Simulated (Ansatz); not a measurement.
C₂H₈F₂N₂Si, SMILES `CN[Si](F)(F)NC` at its PBE0-D4/def2-TZVP geometry, where that method's forces vanish. Charge 0, multiplicity 1.

| atom | x (Å) | y (Å) | z (Å) |
| --- | --- | --- | --- |
| C1 | -0.405 | 0.297 | -2.690 |
| N2 | 0.246 | 0.007 | -1.428 |
| Si3 | -0.495 | -0.132 | 0.078 |
| F4 | -1.094 | -1.562 | 0.450 |
| F5 | -1.795 | 0.789 | 0.004 |
| N6 | 0.615 | 0.224 | 1.293 |
| C7 | 0.583 | -0.250 | 2.662 |
| H8 | 0.185 | 1.003 | -3.283 |
| H9 | -1.374 | 0.759 | -2.502 |
| H10 | -0.574 | -0.601 | -3.295 |
| H11 | 1.172 | -0.377 | -1.522 |
| H12 | 1.216 | 1.019 | 1.147 |
| H13 | 1.584 | -0.529 | 3.004 |
| H14 | -0.043 | -1.140 | 2.724 |
| H15 | 0.179 | 0.493 | 3.357 |

**Question.** For each bond, give half the difference of the two atoms' forces along it (eV/Å; positive pushes the atoms apart) under PBE-D4, r2SCAN-D4, B3LYP-D4, ωB97M-V in def2-TZVPP. (Estimate.)

**Answer.** Ansatz gave: 
| bond | length (Å) | PBE-D4 | r2SCAN-D4 | B3LYP-D4 | ωB97M-V |
| --- | --- | --- | --- | --- | --- |
| C1–N2 | 1.450 | 0.03 | 0.21 | 0.26 | 0.27 |
| C1–H8 | 1.094 | 0.09 | -0.05 | -0.09 | -0.11 |
| C1–H9 | 1.090 | 0.11 | -0.05 | -0.09 | -0.09 |
| C1–H10 | 1.096 | 0.10 | -0.04 | -0.08 | -0.12 |
| N2–Si3 | 1.684 | -0.06 | -0.07 | -0.07 | -0.07 |
| N2–H11 | 1.007 | 0.18 | -0.01 | -0.07 | -0.09 |
| Si3–F4 | 1.594 | 0.44 | 0.04 | 0.16 | 0.12 |
| Si3–F5 | 1.594 | 0.44 | 0.04 | 0.16 | 0.12 |
| Si3–N6 | 1.684 | -0.06 | -0.07 | -0.07 | -0.07 |
| N6–C7 | 1.450 | 0.03 | 0.21 | 0.26 | 0.27 |
| N6–H12 | 1.007 | 0.18 | -0.01 | -0.07 | -0.09 |
| C7–H13 | 1.094 | 0.09 | -0.05 | -0.09 | -0.11 |
| C7–H14 | 1.090 | 0.11 | -0.05 | -0.09 | -0.09 |
| C7–H15 | 1.096 | 0.10 | -0.05 | -0.08 | -0.12 |

B3LYP here is the variant with VWN-RPA as its local correlation; programs differ in this.
